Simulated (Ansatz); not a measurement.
```yaml
crystal:
  periodic: [false, false, false]
  atoms:
    - {symbol: O, position_ang: [-0.517182, -1.346966, 0.002965]}
    - {symbol: Ge, position_ang: [0.356614, 0.192405, 0.137760]}
    - {symbol: S, position_ang: [-1.002584, 1.929244, 0.105204]}
    - {symbol: H, position_ang: [-1.178147, -1.335137, -0.693774]}
    - {symbol: H, position_ang: [1.287185, 0.407406, -1.072188]}
    - {symbol: H, position_ang: [1.096114, 0.089049, 1.473833]}
basis:
  gaussian: {orbitals: aug-cc-pVDZ, point_charges: [{charge: 2.00, position_ang: [4.292, 0.652, -0.017]}]}
magnetization: {spin_polarized: true, initial_magnetization: 5}
hamiltonian: {xc: {name: wB97X}}
scf: {lower_state_search: off}
output: {forces: true}
```

```sh
$ ansatz run in.yaml --threads 2 --pin off --events-out ev --progress --plain --max-ram 31744MiB --backend cpu
```

Shortened log:

```
Functional definition: wB97X
1158 factors; integrals over basis functions are off by at most 8.0e-4 eV
388 factors; integrals over basis functions are off by at most 2.1e-5 eV
mean field evaluation 1: about -69430.4554 eV, gradient 4.2e1 eV
mean field evaluation 2: about -69345.1770 eV, gradient 1.2e2 eV
mean field evaluation 4: about -69442.0160 eV, gradient 7.2e0 eV
mean field evaluation 8: about -69443.0675 eV, gradient 8.9e-1 eV
mean field evaluation 16: about -69443.1938 eV, gradient 5.8e-2 eV
mean field evaluation 32: about -69443.1944 eV, gradient 5.4e-4 eV
mean field -69443.19436631 eV, -2551.9903226741 hartree, gradient 9.1e-6 eV, S^2 8.765516; 0 other end points of the search recorded, 0 dependent functions left out
reference -69443.19437705 eV, -2551.9903230687 hartree; 32, 27 occupied and 81, 86 virtual orbitals, 1158 factors
Total energy: -69443.19437705 eV, -2551.9903230687 hartree
Atom 0 at    -0.517182    -1.346966     0.002965 Å, force    -1.065214    -6.488671     0.621604 eV/Å
Atom 1 at     0.356614     0.192405     0.137760 Å, force     6.695136     0.940504     0.056801 eV/Å
Atom 2 at    -1.002584     1.929244     0.105204 Å, force    -2.043836     5.018197     0.106191 eV/Å
Atom 3 at    -1.178147    -1.335137    -0.693774 Å, force    -1.614951     0.155019    -1.219865 eV/Å
Atom 4 at     1.287185     0.407406    -1.072188 Å, force     0.582375    -0.101311     0.152289 eV/Å
Atom 5 at     1.096114     0.089049     1.473833 Å, force     0.484019     0.361443     0.148603 eV/Å
Dipole moment:    -4.152411    -0.372478    -0.055383 e Å
Checks for a lower state left out: stability, starts, cluster_reference, orbital_swaps, neighbouring_geometries, increment
```

In this input the spin is set far too high for this molecule. Self-consistency was reached. The result belongs to that input, not to the molecule as meant.
